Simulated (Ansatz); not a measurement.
ZnO, closed-shell singlet (the spin of the measured ground state), most abundant isotopes (63.9291 and 15.9949 u). Constants from fifth-degree fits in 1/R to seven points on the lowest solution found; no spin–orbit coupling, no relativity up to Kr; ω_e x_e and α_e move by some per cent with the fit.

Correlated levels freeze the inner cores; with def2 sets outer-core shells near the valence are correlated too. CBS(a, b) extrapolates the correlation energy as X⁻³ and adds the Hartree–Fock energy of set b.

Run with Ansatz (Gaussian orbitals). Each number belongs to the level named beside it.

At CCSD(T)/CBS(def2-TZVPP, def2-QZVPP): B₀ = 0.45176 cm⁻¹, fundamental 737 cm⁻¹.

Question: Taking the state as ¹Σ, work out the ideal-gas entropy and heat capacity at 298.15 K and 1 bar (rigid rotor, harmonic oscillator at the fundamental, no nuclear spin).

Answer: 
Translation: S = R(1.5 ln M + 2.5 ln T − 1.1517) with M = 79.924 u gives 163.49 J/(mol K). Rotation: q = kT/(σhcB₀) = 458.7 with σ = 1 and hc/k = 1.43878 cm K, S = R(ln q + 1) = 59.27. Vibration: u = hcν/kT = 3.558, S = R(u/(eᵘ − 1) − ln(1 − e⁻ᵘ)) = 1.11. Sum S° = 223.9 J/(mol K). C_p = 7R/2 + R u² eᵘ/(eᵘ − 1)² = 32.28 J/(mol K).

Doubts at one or more of the structures used: a restricted determinant that unrestricted orbitals would lower (CCSD(T)/CBS(def2-TZVPP, def2-QZVPP)).

Ansatz is a program for electronic structure.
